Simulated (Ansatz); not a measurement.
Frontier orbitals of CH$_{3}$AlClNS (`N=[CH][Al]([SH])[Cl]`).

```xyz
8

N     0.794   -0.780    1.814
C     0.779    0.307    1.152
Al   -0.161    0.495   -0.567
S    -1.200   -1.273   -1.289
Cl   -0.190    2.269   -1.675
H     0.268   -1.526    1.350
H     1.331    1.138    1.609
H    -1.620   -0.631   -2.394
```

Charge 0, multiplicity 1. The geometry is a stationary point of PBE0-D4/def2-TZVP. It is one conformer, not always the lowest. Basis def2-TZVPP, the Gaussian-basis code of Ansatz.

```
functional  HOMO (eV)  LUMO (eV)  gap (eV)
       PBE      -5.90      -2.94      2.96
      BLYP      -5.79      -2.79      3.00
    r2SCAN      -6.13      -2.78      3.35
      PBE0      -7.25      -2.03      5.22
     B3LYP      -7.04      -2.23      4.81
 CAM-B3LYP      -8.63      -0.95      7.68
   ωB97X-V      -9.62       0.07      9.69
   ωB97M-V      -9.51      -0.08      9.43
        HF     -10.62       1.20     11.82
```

From PBE to PBE0 the HOMO moves by −1.35 eV and the LUMO by +0.91 eV, and with ωB97M-V by −3.61 and +2.86 eV, so the gap grows from 2.95 to 9.42 eV with exact exchange.

B3LYP here is the variant with VWN-RPA as its local correlation; programs differ in this.
